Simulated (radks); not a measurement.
Values are calculated unless marked as measured or tabulated.
Ionisation of the titanium ion Ti8+, [Ne] 3s2 3p2, to Ti9+, [Ne] 3s2 3p1, under several functionals. Dirac Kohn-Sham, spin-unpolarised, spherical densities, finite nucleus; open shells fill j = l - 1/2 first; a radial shooting solver on a logarithmic mesh with Libxc functionals.

functional                          E(Ti8+) (hartree)  Exc (hartree)  IE (eV)  -e(HOMO) (eV)  <r> HOMO (bohr)  IE error (eV)
OLYP                                       -831.05510      -37.37673   191.51         179.42           0.9126           -0.6
exchange-only B88                          -830.38983      -36.68923   190.19         177.97           0.9122           -1.9
HCTH/407                                   -831.03804      -37.36825   192.12         180.01           0.9099           0.0
B86b exchange with PBE correlation         -830.97525      -37.27950   191.41         179.25           0.9118           -0.7
AM05                                       -829.08636      -35.34975   191.24         179.07           0.9114           -0.9
PW91                                       -830.97928      -37.28404   191.52         179.34           0.9116           -0.6

NIST Atomic Spectra Database: 192.1 eV (semi-empirical). Closest: HCTH/407. The Delta-SCF values span 1.93 eV, the total energies 1.97 hartree. The highest occupied level is 3p1/2. Spin polarisation and multiplet splitting are left out, so open shells lie too high by an amount that depends on their filling.

Beside tabulated values, note that spin-unpolarised runs miss the spin-polarisation part of the exchange energy of open shells.
